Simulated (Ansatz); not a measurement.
Relaxation of a periodic cell of 20 atoms, HC$_{18}$Cl (surface graphene monolayer, adsorbate HCl), to a largest force component of 0.03 eV/Å in at most 60 steps.

Computed with DFT PBE, scalar-relativistic, plane waves, PAW (Ansatz 0.2.0). Settings: cutoff 420 eV, k mesh 2x2x1, gaussian smearing 0.02 eV, no spin polarisation.

```xyz
20
Lattice="7.3980 0.0000 0.0000 -3.6990 6.4069 0.0000 0.0000 0.0000 13.0000" Properties=species:S:1:pos:R:3:forces:R:3
C 0.000 0.000 1.000 0.31 -0.06 0.01
C 1.233 0.712 1.000 -0.49 0.45 0.03
C -1.233 2.136 1.000 0.89 -0.50 -0.89
C 0.000 2.847 1.000 -0.46 0.01 -0.24
C -2.466 4.271 1.000 0.22 -0.54 -0.15
C -1.233 4.983 1.000 -0.12 0.33 0.01
C 2.466 0.000 1.000 0.59 -0.33 0.00
C 3.699 0.712 1.000 -0.42 0.08 0.00
C 1.233 2.136 1.000 0.21 -0.43 0.01
C 2.466 2.847 1.000 -0.15 0.31 0.00
C 0.000 4.271 1.000 0.30 -0.06 -0.01
C 1.233 4.983 1.000 -0.53 0.45 0.01
C 4.932 0.000 1.000 0.21 -0.44 0.02
C 6.165 0.712 1.000 -0.17 0.39 -0.21
C 3.699 2.136 1.000 0.32 -0.03 -0.24
C 4.932 2.847 1.000 -0.84 0.62 -1.01
C 2.466 4.271 1.000 0.58 -0.31 0.01
C 3.699 4.983 1.000 -0.47 0.05 0.01
Cl 5.511 2.582 3.480 -0.14 0.20 2.36
H 6.142 1.562 3.930 0.16 -0.18 0.28
```

Q: Where does it end, and by what steps?

A: It converged. The force dipped under the threshold on the way, but the program's further checks kept it going. Limits of this set-up: coarse k mesh, slab without dipole correction, no dispersion correction for a molecule that may bind weakly. After 38 steps the energy has fallen by 0.926 eV; Cl19 moved furthest, 1.66 Å.

```
step  energy less start (eV)  largest force component (eV/Å)  accepted
   0                  0.0000                           2.363       yes
   2                 -0.6647                           0.758       yes
   4                 -0.8614                           0.192       yes
   6                 -0.9066                           0.127       yes
   8                 -0.9098                           0.047       yes
  10                 -0.9103                           0.354        no
  12                 -0.9153                           0.106       yes
  14                 -0.9163                           0.046       yes
  16                 -0.9179                           0.123       yes
  18                 -0.9190                           0.060       yes
  20                 -0.9204                           0.182       yes
  22                 -0.9228                           0.042       yes
  24                 -0.9235                           0.036       yes
  26                 -0.9241                           0.055       yes
  28                 -0.9243                           0.029       yes
  30                 -0.9247                           0.151       yes
  32                 -0.9250                           0.043       yes
  34                 -0.9252                           0.011       yes
  36                 -0.9255                           0.056       yes
  38                 -0.9256                           0.028       yes
```

```xyz
20
Lattice="7.3980 0.0000 0.0000 -3.6990 6.4069 0.0000 0.0000 0.0000 13.0000" Properties=species:S:1:pos:R:3
C -0.034 0.024 0.951
C 1.195 0.749 0.950
C -1.268 2.161 0.955
C -0.037 2.885 0.952
C -2.501 4.297 0.951
C -1.271 5.021 0.951
C 2.431 0.025 0.950
C 3.660 0.749 0.950
C 1.199 2.160 0.950
C 2.428 2.885 0.950
C -0.035 4.296 0.951
C 1.195 5.020 0.951
C 4.896 0.024 0.952
C 6.126 0.748 0.954
C 3.664 2.160 0.950
C 4.892 2.886 0.951
C 2.431 4.296 0.951
C 3.661 5.020 0.951
Cl 6.156 1.802 4.791
H 6.156 1.784 3.497
```

The run took 3.4 min on 1 thread of Intel(R) Xeon(R) Platinum 8488C (Sapphire Rapids) (shared host), peak memory 0.8 GiB.
